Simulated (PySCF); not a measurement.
Atom-mapped SMILES (the numbers label the heavy atoms): `[F:1][C:2]([F:3])([F:4])[SiH2:5][O:6][GeH3:7]`. Each H is labelled by its parent atom.

Geometry: PBE0-D3(BJ)/def2-SVP; GIAO absolute shieldings from PySCF, gas phase, non-relativistic, averaged over equivalent atoms.

At PBE0/pcSseg-1 (175 basis functions, 19 s wall time on 1 thread of an Arm Neoverse V2, shared host):
```json
{"atoms": "F1/F3/F4", "σ (ppm)": "256.2"}
{"atoms": "C2", "σ (ppm)": "51.1"}
{"atoms": "Si5", "σ (ppm)": "383.1"}
{"atoms": "O6", "σ (ppm)": "345.1"}
{"atoms": "Ge7", "σ (ppm)": "1399.8"}
{"atoms": "H(Ge7)", "σ (ppm)": "25.98"}
{"atoms": "H(Si5)", "σ (ppm)": "26.41"}
```

Problem. Predict the values at KT2/pcSseg-2 on the same geometry.

Solution. 
| atoms | σ at KT2/pcSseg-2 | change |
| --- | --- | --- |
| F1/F3/F4 | 232.8 | -23.4 |
| C2 | 44.8 | -6.3 |
| Si5 | 385.8 | +2.7 |
| O6 | 325.4 | -19.7 |
| Ge7 | 1399.3 | -0.5 |
| H(Ge7) | 25.75 | -0.23 |
| H(Si5) | 26.04 | -0.37 |

The largest change is at F1/F3/F4 (fluorine of a CF3 group). Cost: 356 basis functions, 69 s wall time on 1 thread of an Arm Neoverse V2, shared host.

Relativistic effects, spin–orbit coupling among them, are left out; they matter for Ge and for the light atoms bonded to it.
